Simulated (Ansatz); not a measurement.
Total energies of Si(CCH)Cl3 (C2HCl3Si) from Ansatz at BLYP-D4/def2-TZVP, gas phase (1 Eh = 27.2114 eV = 2625.5 kJ/mol). The reference geometry is relaxed at r2SCAN-D4/def2-SVP.

```tsv
atom	x (Å)	y (Å)	z (Å)
Si1	0.747	0.444	-0.451
C2	-0.633	-0.372	0.383
C3	-1.562	-0.929	0.943
H4	-2.383	-1.417	1.439
Cl5	2.041	1.214	0.936
Cl6	0.045	1.966	-1.628
Cl7	1.746	-0.906	-1.622
```

```json
{"state": "charge 0 singlet", "geometry": "reference", "energy (Eh)": "-1747.07499"}
{"state": "charge 1 doublet", "geometry": "reference", "energy (Eh)": "-1746.70015"}
{"state": "free Si atom (triplet)", "geometry": "–", "energy (Eh)": "-289.37739"}
{"state": "free C atom (triplet)", "geometry": "–", "energy (Eh)": "-37.84656"}
{"state": "free H atom (doublet)", "geometry": "–", "energy (Eh)": "-0.49755"}
{"state": "free Cl atom (doublet)", "geometry": "–", "energy (Eh)": "-460.15031"}
```

Q: Work out the vertical ionisation energy to the doublet.

A: E(charge 1 doublet) − E(charge 0 singlet) = -1746.70015 − (-1747.07499) = 0.37484 Eh = 10.20 eV. For comparison, −ε of the highest occupied level is 7.45 eV at this level, 2.75 eV less.

Q: What is the binding energy per atom against free atoms?

A: Atoms: 1 × (-289.37739) + 2 × (-37.84656) + 1 × (-0.49755) + 3 × (-460.15031) = -1746.01899 Eh. Binding: -1746.01899 − (-1747.07499) = 1.05600 Eh = 28.74 eV, or 4.11 eV for each of 7 atoms (no zero-point energy, no counterpoise term).

At BLYP-D4/def2-TZVP the gap within one spin of the charge 1 doublet nearly closes, so an electron or hole may be smeared out by delocalisation error.
